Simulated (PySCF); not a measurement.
Species: C3H7NO2Si.
Atom-mapped SMILES: `[CH2:1]=[N:2][SiH2:3][O:4][C:5]([CH3:6])=[O:7]` (hydrogens: H8, H9 on C1; H10, H11 on Si3; H12, H13, H14 on C6)

Geometry (PBE0-D3(BJ)/def2-SVP, Å), atoms numbered from 1 in this order:
```xyz
14
C3H7NO2Si angstrom
C      3.1861    0.2266    0.7744
N      2.1171   -0.4396    0.8463
Si     0.9527   -0.5795   -0.4488
O     -0.4897   -0.0256    0.2965
C     -1.5889   -0.0871   -0.4633
C     -2.8163    0.4125    0.2317
O     -1.5473   -0.5093   -1.5937
H      3.8864    0.2600    1.6303
H      3.5061    0.8152   -0.1143
H      0.8325   -2.0123   -0.8082
H      1.2841    0.2997   -1.6086
H     -2.6718    1.4645    0.5186
H     -3.6852    0.3159   -0.4281
H     -2.9728   -0.1560    1.1597
```

The closed-shell ground state was solved at several levels (PySCF, density fitting, gas phase, non-relativistic).

```json
{"level": "CAM-B3LYP/def2-SVPD", "basis functions": "206", "HOMO (eV)": "-8.78", "LUMO (eV)": "-0.01", "gap (eV)": "8.77", "dipole (D)": "2.12"}
{"level": "PBE0/pcSseg-1", "basis functions": "161", "HOMO (eV)": "-7.34", "LUMO (eV)": "-1.15", "gap (eV)": "6.19", "dipole (D)": "2.08"}
```

**Question.** Estimate the row for KT3/pcSseg-2, a basis of 357 functions; the other rows only guide the guess.

**Answer.** HOMO -6.13 eV, LUMO -2.27 eV, gap 3.86 eV, dipole 1.99 D.

**Question.** Over all these levels, which gives the widest orbital gap and which the narrowest?

**Answer.** CAM-B3LYP/def2-SVPD (range-separated hybrid) has the widest, 8.77 eV, and KT3/pcSseg-2 (GGA) the narrowest, 3.86 eV. Functional and basis both differ between the two, so the spread mixes both effects.

**Question.** How far do the dipole and the HOMO energy spread over the levels?

**Answer.** The dipole runs from 1.99 to 2.12 D (mean 2.07 D) and the HOMO from -8.78 to -6.13 eV.

One conformer stands for the species.
